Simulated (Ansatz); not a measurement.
Reactions of C2H8ClNSi (`CNC[SiH2]Cl`).

Calculated with Ansatz (gas phase, PBE0-D4/def2-TZVP geometries, no zero-point term in ΔE). CCSD(T)/CBS is the MP2 limit (def2-TZVPP, def2-QZVPP) plus CCSD(T) − MP2 in def2-TZVPP, frozen cores. This one scheme is used for every species. For Ge outer-core shells are correlated without core-valence functions, which leaves a few kJ/mol of doubt a bond. Scalar relativity is left out up to krypton. One conformer a species, not always the lowest.

Problem. Order these by ΔE at CCSD(T)/CBS, lowest first. (Best estimate.)
A. `CNC[SiH2]Cl` + `N[SiH3]` → `N[SiH2]C[SiH2]Cl` + CH₃NH₂
B. `CNC[SiH2]Cl` + `CCl` → `ClC[SiH2]Cl` + dimethylamine
C. `CNC[SiH2]Cl` + H₂O → `CNCO` + `[SiH3]Cl`
D. `CNC[SiH2]Cl` + `C[NH][GeH2][Cl]` → `C[N]([SiH2]Cl)[GeH2][Cl]` + dimethylamine
E. `CNC[SiH2]Cl` + `[CH3][GeH3]` → `[CH3][GeH2][SiH2]Cl` + dimethylamine
F. `CNC[SiH2]Cl` + H–F → `CNCF` + `[SiH3]Cl`
G. `CNC[SiH2]Cl` + `c1cscn1` → `Cc1cncs1` + `NC[SiH2]Cl`
H. `CNC[SiH2]Cl` + `CO[SiH](N)Cl` → `CN[SiH](Cl)OC` + `NC[SiH2]Cl`

Solution. A (-1.00 eV), D (-0.84 eV), G (-0.46 eV), E (-0.27 eV), B (-0.08 eV), H (+0.04 eV), F (+0.40 eV), C (+0.58 eV).

Largest T1 diagnostic: 0.015, for `c1cscn1`.
